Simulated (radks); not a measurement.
The tellurium ion Te4+, 48 electrons, occupied as [Kr] 4d10 5s2. Calculated with a radial shooting solver on a logarithmic mesh with Libxc functionals: scalar-relativistic Kohn-Sham, BLYP, spin-polarised, spherical densities, finite nucleus; Fermi nuclear charge, rms radius 4.7423 fm.

Unscreened Slater integrals over Kohn-Sham orbitals (cm^-1). They are taken over the spin-up orbitals. Empty in this configuration: 5p.

integral,value
"F0(5s,5s)",105420
"F0(5s,4d)",127570
"G2(5s,4d)",17127
"F0(5s,4p)",130500
"G1(5s,4p)",9807.0
"F0(5s,4s)",131620
"G0(5s,4s)",6730.8
"F0(5s,5p)",97908
"G1(5s,5p)",65843
"F0(4d,4d)",206290
"F2(4d,4d)",104370
"F4(4d,4d)",69154
"F0(4d,4p)",221550
"F2(4d,4p)",112370
"G1(4d,4p)",142940
"G3(4d,4p)",88426
"F0(4d,4s)",227850
"G2(4d,4s)",108600
"F0(4d,5p)",113780
"F2(4d,5p)",34016
"G1(4d,5p)",11261
"G3(4d,5p)",10487
"F0(4p,4p)",240760
"F2(4p,4p)",126370
"F0(4p,4s)",248900
"G1(4p,4s)",169310
"F0(4p,5p)",115960
"F2(4p,5p)",29244
"G0(4p,5p)",5945.6
"G2(4p,5p)",7673.0
"F0(4s,4s)",258050
"F0(4s,5p)",116830
"G1(4s,5p)",8028.3
"F0(5p,5p)",92135
"F2(5p,5p)",50322
